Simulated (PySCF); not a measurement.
FH₅OSi₃, SMILES F[SiH]1[SiH2]O[SiH2]1.

Geometry optimised at PBE-D3(BJ)/def2-SVP. The structure was generated by enumeration, and PubChem lists no compound with its InChIKey, so it may never have been made.

Two levels are set side by side: PBE/def2-TZVP (PySCF) and r2SCAN/def2-TZVP (PySCF). Same geometry, gas phase. Differences are taken from unrounded values.

| quantity | r2SCAN | PBE | PBE minus r2SCAN |
|---|---|---|---|
| orbital gap (eV) | 4.60 | 4.13 | -0.46 |
| highest occupied level (eV) | -6.67 | -6.44 | 0.23 |
| lowest empty level (eV) | -2.07 | -2.30 | -0.23 |
| dipole moment (D) | 0.75 | 0.73 | -0.02 |
| mean polarisability (bohr³) | 83.1 | 85.7 | 2.6 |

Rough cost on one machine, each run with all the roots and properties that it gave: r2SCAN against PBE about 3 times.
